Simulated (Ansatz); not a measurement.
Molecule: C6H12, charge 0, multiplicity 1. SMILES: C=C(C)CCC
Geometry from a B3LYP-D3(BJ)/def2-TZVP (Ansatz, a first-principles code) optimisation:
```
C
H 1 1.0929
H 1 1.0970 2 106.68
C 1 1.5063 2 109.30 3 117.88
C 4 1.3306 1 121.59 2 8.48
H 5 1.0832 4 121.67 1 179.76
H 5 1.0833 6 116.88 4 -179.89
C 4 1.5029 5 121.82 6 -0.21
H 8 1.0895 4 111.52 5 -3.19
H 8 1.0930 9 108.05 4 -122.68
H 8 1.0943 9 108.41 10 -115.22
C 1 1.5346 2 108.93 3 -116.88
H 12 1.0930 1 109.79 2 177.77
H 12 1.0938 13 106.43 1 -117.57
C 12 1.5256 13 109.37 14 -118.68
H 15 1.0915 12 111.41 13 57.98
H 15 1.0926 16 107.77 12 -122.09
H 15 1.0928 16 107.77 17 -115.82
```

Wanted: atomisation energy (electronic, to ground-state atoms), in kcal/mol. Correlated levels leave the core frozen unless marked. Open shells are spin-unrestricted. Spin-orbit coupling is left out. No relativistic terms. The coupled-cluster limit lacks core correlation, which all-electron functionals hold. CBS marks a two-point X^-3 extrapolation of the correlation energy; Hartree-Fock from the larger set. The bracket is a focal-point correction in the basis named.

| level | program | atomisation energy (kcal/mol) |
|---|---|---|
| HF/cc-pVQZ | Ansatz | 1329.0 |
| PBE/def2-TZVPD | Ansatz | 1769.5 |
| HSE06/def2-TZVPD | Ansatz | 1752.8 |
| wB97M-V/def2-TZVPD | Ansatz | 1747.4 |
| RPA@PBE/cc-pVQZ | Ansatz | 1657.7 |
| MP2/STO-3G | Ansatz | 1807.3 |
| RI-MP2/aug-cc-pVQZ | Ansatz | 1749.6 |
| RI-MP2/CBS(aug-cc-pVTZ,aug-cc-pVQZ) | Ansatz | 1761.5 |
| SCS-MP2/aug-cc-pVTZ | Ansatz | 1727.6 |
| SCS-MP2/cc-pVTZ | Ansatz | 1720.5 |
| CCSD/CBS(cc-pVTZ,cc-pVQZ) | Ansatz | 1720.6 |
| CCSD(T)/6-31G | Ansatz | 1537.4 |
| CCSD(T)/aug-cc-pVDZ | Ansatz | 1642.7 |
| RI-MP2/CBS(cc-pVTZ,cc-pVQZ)+[CCSD(T)-MP2]/cc-pVTZ | Ansatz | 1745.9 |
| CCSD(T)/CBS(cc-pVTZ,cc-pVQZ) | Ansatz | 1743.8 |
